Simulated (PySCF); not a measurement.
How methods differ on the ionisation energy of Co²⁶⁺

Co²⁶⁺ 1s1 (2S) → Co²⁷⁺ (bare nucleus), as a difference of total energies. Calculation: PySCF 2.14, in an uncontracted even-tempered set (13 s from 28 bohr⁻², ratio 2.5; 6 p from 43 bohr⁻², ratio 2.7; 3 d from 130 bohr⁻², ratio 2.7; 3 f from 190 bohr⁻², ratio 2.7); no relativity, point nucleus. The calculations carry no spin-orbit coupling.

```csv
method,ionisation energy (eV)
UHF,9918.5
PBE,9913.9
PBE0,9915.1
B3LYP,9914.9
revPBE,9917.3
```

Task: Estimate what r2SCAN gives.

Result: 9918.5 eV, closest to UHF among the rows shown.

Task: Estimate what LDA gives.

Result: 9887.6 eV, closest to PBE among the rows shown.

These non-relativistic numbers lack the scalar-relativistic shift.

For comparison: 10012.1 eV (theoretical estimate listed by NIST; NIST Atomic Spectra Database, ionization energies).
